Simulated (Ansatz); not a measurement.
`[Cl][Ga]([Cl])[Br]` + `N=C=O` → `O=C=[N][Ga]([Cl])[Cl]` + HBr at 400 K and 1 bar (ligand exchange at a Ga–Br bond).

Program: Ansatz. Geometries: PBE0-D4/def2-TZVP. ΔE: electronic, gas phase. CCSD(T)/CBS is the MP2 limit (def2-TZVPP, def2-QZVPP) plus CCSD(T) − MP2 in def2-TZVPP, frozen cores. This one scheme is used for every species. For Br, Ga outer-core shells are correlated without core-valence functions, which leaves a few kJ/mol of doubt a bond. Scalar relativity is left out up to krypton. One conformer a species, not always the lowest.

```csv
species,CCSD(T)/CBS energy (Eh),H − E (kJ/mol),S (J/(mol·K))
`[Cl][Ga]([Cl])[Br]`,-5416.98025,35.1,369.3
`N=C=O`,-168.51995,72.4,252.4
`O=C=[N][Ga]([Cl])[Cl]`,-3011.56329,74.9,415.0
HBr,-2573.91920,27.6,207.2
```

H − E and S are ideal-gas, rigid-rotor, harmonic terms from PBE0-D4/def2-TZVP, for one conformer and one mirror image of each species. 1 Eh = 2625.50 kJ/mol, R = 8.31446 J/(mol·K).

By hand: ΔE, ΔH, ΔS and ΔG.

ΔE = (-3011.56329) + (-2573.91920) − (-5416.98025) − (-168.51995) = 0.01771 Eh = 46.5 kJ/mol. Δ(H − E) = 74.9 + 27.6 − 35.1 − 72.4 = -5.0, so ΔH = 41.5 kJ/mol. ΔS = 415.0 + 207.2 − 369.3 − 252.4 = 0.5 J/(mol·K). ΔG = 41.5 − 400 × (0.5)/1000 = 41.3 kJ/mol.

By hand: the equilibrium constant, and the temperature at which ΔG would vanish if ΔH and ΔS stayed fixed.

log₁₀ K = −ΔG/(RT ln 10) = -5.4. ΔG = 0 at ΔH/ΔS = 83000 K, far beyond where these terms or the molecules hold.

The number of gas molecules stays the same, so ΔS is small and ΔH decides. A doubt of 5 kJ/mol in ΔE shifts log₁₀ K by 0.7 here. Other conformers and mirror images would add mixing entropy, several J/(mol·K) or more a flexible species. Modes under 60 cm⁻¹, often nearly free rotors, make the harmonic entropy too high. These are equilibria of isolated gas molecules and say nothing of rates. Largest T1 diagnostic: 0.018 (customary marks: 0.02 for closed shells, 0.045 for open ones).
